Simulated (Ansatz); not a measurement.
Potential energy curve for GaC (cation, charge +1), lowest singlet found (which spin is the ground state isn't settled by this scan).

Method: full CI/aug-cc-pVDZ, cores with 3d frozen (Ansatz, a quantum-chemistry and plane-wave program).

Task: Relative to R = 2.89 Å, what are the energies at R = 3.14, 3.50, 4.91, 6.68 Å?

Result: 4.6 kJ/mol at 3.14 Å, 15.1 kJ/mol at 3.50 Å, 40.6 kJ/mol at 4.91 Å, 47.5 kJ/mol at 6.68 Å.

The scan ran from 1.43 to 6.68 Å; beyond the distances shown full CI changes its symmetry label.
